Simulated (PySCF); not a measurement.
Core-level binding energies of CrSeF4

Species: CrSeF4 (singlet state).
Geometry (PBE0-D3(BJ)/def2-SVP, Å), atoms numbered from 1 in this order:
```xyz
6
CrF4Se angstrom
Cr     0.0102   -0.0156   -0.0720
Se     0.0017   -0.0233    1.9984
F      1.6701   -0.0212   -0.4902
F      0.0196    1.6430   -0.4942
F     -1.6458   -0.0078   -0.5055
F      0.0072   -1.6711   -0.5057
```

The calculation used delta-SCF UKS SCAN, pcX-2 on the ionised atom (unc-x2c-TZVPall on a metal), pcseg-1 elsewhere, spin-free X2C in PySCF. Each binding energy is the total energy of the core-ionised species, with the hole localised on one atom, minus that of the ground state; both are solved self-consistently, so orbital relaxation is included.

Task: Give the core binding energies atom by atom.

Result: 
```json
{"atom(s)": "F3/F4/F5/F6", "bonded to": "Cr", "level": "F 1s", "binding energy (eV)": "691.65", "count": "4"}
```

Task: What is the longest wavelength that can ionise F 1s of F3/F4/F5/F6 vertically?

Result: λ = hc/E = 12398.42 eV Å / 691.65 eV = 17.926 Å.

Task: Which photon energy gives electrons from F 1s of F3/F4/F5/F6 a kinetic energy of 200 eV, and what is their de Broglie wavelength?

Result: hν = 691.65 + 200 = 891.65 eV, recoil neglected; λ = 12.264 Å/√(E/eV) = 0.87 Å.

Atoms equivalent by their bonding share one computed value, that of the first of them. Not every level is listed. No level of chromium or selenium is listed. Isolated species at its PBE0-D3(BJ)/def2-SVP geometry, gas phase. Metal 2p energies of this one-determinant scheme are less reliable than its 1s energies.
